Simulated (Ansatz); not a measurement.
The lowest singlet and triplet of C3H4 (SMILES [CH]C=C); geometries from B3LYP-D3(BJ)/def2-TZVP, each state relaxed from the structure named, with no frequency check, low spin by broken symmetry.
Singlet (charge 0, multiplicity 1):
```csv
atom,x (Å),y (Å),z (Å)
C,-1.2037,0.3194,-0.3605
C,-0.1034,-0.3733,0.0457
C,1.1399,0.1713,0.3074
H,-2.0659,-0.0275,-0.9171
H,-0.2219,-1.4519,0.1925
H,1.9723,-0.4541,0.5965
H,1.3185,1.2291,0.1721
```
Triplet (charge 0, multiplicity 3):
```xyz
7

C     -1.1747     0.2908    -0.4602
C     -0.0983    -0.3698     0.0454
C      1.1320     0.1799     0.3455
H     -2.1816     0.0333    -0.7467
H     -0.2269    -1.4407     0.2299
H      1.9291    -0.4295     0.7455
H      1.3258     1.2319     0.1871
```

```csv
level,"gap E(singlet) − E(triplet), adiabatic (kcal/mol)",cost
R-HF/cc-pVDZ,45.53,-
R-HF/cc-pVTZ,44.38,-
U-SVWN5/def2-TZVPP (spin-contaminated),7.19,×0.9
R-r2SCAN/def2-TZVPP,27.00,×2
U-r2SCAN/def2-TZVPP (spin-contaminated),7.33,×4
U-B3LYP/def2-TZVPP (spin-contaminated),6.27,×3
R-PBE0/def2-TZVPP,24.00,×1
R-BHLYP/def2-TZVPP,23.86,×0.9
U-BHLYP/def2-TZVPP (spin-contaminated),7.61,×3
U-wB97M-V/def2-TZVPP (spin-contaminated),8.79,×7
R-MP2/cc-pVTZ,15.89,-
R-SCS-MP2/cc-pVDZ,16.24,-
R-SCS-MP2/cc-pVTZ,11.46,-
R-CCSD(T)/cc-pVDZ,16.93,×1
"SA-CASSCF(4,4)/cc-pVDZ",17.25,-
"SA-CASSCF(4,4)/cc-pVTZ",16.44,-
"SC-NEVPT2 on SA-CASSCF(4,4)/cc-pVTZ",14.18,-
"FIC-NEVPT4(SD) on SA-CASSCF(4,4)/cc-pVTZ",13.68,-
"FIC-MRCISD+Q on SA-CASSCF(4,4)/cc-pVDZ",15.43,-
"FIC-MRCISD+Q on SA-CASSCF(4,4)/cc-pVTZ",13.73,-
```

The rows run from 6.27 (U-B3LYP/def2-TZVPP (spin-contaminated)) to 45.53 kcal/mol (R-HF/cc-pVDZ). The 3 R-functionals in def2-TZVPP without D3 or D4 span 3.14, from R-BHLYP to R-r2SCAN.

A positive gap puts the triplet lower; no zero-point energy. R- takes a restricted singlet, here one determinant of a half-filled degenerate or near-degenerate pair, which mixes singlet states. U- takes an unrestricted singlet (broken symmetry where lower, unprojected). The triplet is unrestricted in single-reference levels. Active spaces average the two states.

Cores are frozen in the correlated methods.

Doubts at one or more of the structures used: a restricted determinant that unrestricted orbitals would lower (R-HF/cc-pVDZ, R-HF/cc-pVTZ, R-r2SCAN/def2-TZVPP, R-PBE0/def2-TZVPP, R-BHLYP/def2-TZVPP, R-MP2/cc-pVTZ, R-SCS-MP2/cc-pVDZ, R-SCS-MP2/cc-pVTZ, R-CCSD(T)/cc-pVDZ); a spin-contaminated determinant (R-HF/cc-pVDZ, R-HF/cc-pVTZ, R-MP2/cc-pVTZ, R-SCS-MP2/cc-pVDZ, R-SCS-MP2/cc-pVTZ, R-CCSD(T)/cc-pVDZ); T1 above 0.05 (R-CCSD(T)/cc-pVDZ).

Codes used: Ansatz (an electronic-structure program) with Gaussian orbitals. Each number belongs to the level named beside it.

Costs are rough ratios of core time to R-PBE/def2-TZVPP (about 6 s over the structures, on one shared machine); a dash marks a level with no comparable run of its own.
